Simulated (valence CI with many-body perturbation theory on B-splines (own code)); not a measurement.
# Tl42+: one-electron terms

Level of theory: valence CI with perturbative core correlation (CI+MBPT): three valence electrons over a frozen Dirac-Fock core [Kr], radial functions for each j: 9 s, 9 p, 10 d, 8 f, 5 g, 3 h, 1 i, with the one-electron correlation potential Σ1 (screened to all orders), the two-electron term Σ2, the three-electron term Σ3, Breit, model QED; selected single and double excitations, second order for the rest (own B-spline code, finite nucleus).

No measured spectrum was set against this ion. As an estimate, large intervals hold to a few tenths of a per cent, small ones and those within an open d or f shell to about a per cent. Only levels of the ground parity were solved; by the run's estimate the other parity begins above the list, which can be wrong where configurations are misplaced.

These are the spectroscopic orbitals of the CI (the correlating ones are not listed), shaped by the core and the other valence electrons. h is the expectation value of the core's Dirac-Fock operator, without the valence repulsion; Σ1 is computed up to l = 3 at one energy for each symmetry, that of its lowest orbital but kept below the first core excitation, so for empty shells it is not the orbital's own correlation shift; Breit and QED include the response of the core.

```
Orbital  h (hartree)  Σ1 (cm⁻¹)  Breit (cm⁻¹)  QED (cm⁻¹)  ⟨r⟩ (bohr)
  5s1/2       -56.05     -12261          7701        5897      0.6216
  6s1/2      -36.583      -4900          4048        3145      0.9491
  7s1/2      -25.789      -2562          2352        1863       1.348
  5p1/2       -53.92     -12512         11906         297      0.6261
  6p1/2       -35.43      -5145          6402         167      0.9599
  7p1/2      -25.096      -2730          3762         101       1.365
  5p3/2      -51.531     -10837          6716         771      0.6571
  6p3/2      -34.156      -4622          3670         426      0.9969
  7p3/2      -24.334      -2492          2419         257       1.409
  4d3/2      -80.929     -24193         12339       -1103      0.3662
  5d3/2       -48.19     -11823          5422        -399      0.6557
  6d3/2      -32.348      -5409          2951        -210       1.010
  4d5/2      -79.763     -23238          7523        -464      0.3727
  5d5/2      -47.675     -11569          3366        -131      0.6636
  6d5/2      -32.068      -5272          1842       -64.7       1.019
  4f5/2      -71.523     -47861          3564        -970      0.3420
  5f5/2      -44.171     -11550          1701        -360      0.6482
  4f7/2      -71.205     -41867           642        -727      0.3447
  5f7/2      -44.022     -11126           450        -252      0.6510
  5g7/2      -41.481                     -152        -172      0.6038
  5g9/2       -41.43                     -470        -128      0.6052
```

Among the shells of the start configuration 4d3, Σ1 is largest in size for 4d3/2, where it is 0.14 % of h.

Lowest root of each symmetry, sizes in configuration state functions:

```json
{"J": "1/2", "Parity": "even", "Roots": "2", "Reference": "37", "Variational": "3463", "Second order": "5008", "Change by selected CI (cm⁻¹)": "-2810", "Change by second order (cm⁻¹)": "-2"}
{"J": "3/2", "Parity": "even", "Roots": "5", "Reference": "66", "Variational": "6547", "Second order": "8858", "Change by selected CI (cm⁻¹)": "-2886", "Change by second order (cm⁻¹)": "-1"}
{"J": "5/2", "Parity": "even", "Roots": "5", "Reference": "80", "Variational": "8004", "Second order": "11649", "Change by selected CI (cm⁻¹)": "-2018", "Change by second order (cm⁻¹)": "-1"}
{"J": "7/2", "Parity": "even", "Roots": "3", "Reference": "77", "Variational": "7599", "Second order": "13143", "Change by selected CI (cm⁻¹)": "-2628", "Change by second order (cm⁻¹)": "-3"}
{"J": "9/2", "Parity": "even", "Roots": "3", "Reference": "66", "Variational": "6882", "Second order": "12283", "Change by selected CI (cm⁻¹)": "-2722", "Change by second order (cm⁻¹)": "-2"}
{"J": "11/2", "Parity": "even", "Roots": "1", "Reference": "44", "Variational": "4808", "Second order": "10994", "Change by selected CI (cm⁻¹)": "-2830", "Change by second order (cm⁻¹)": "-3"}
```
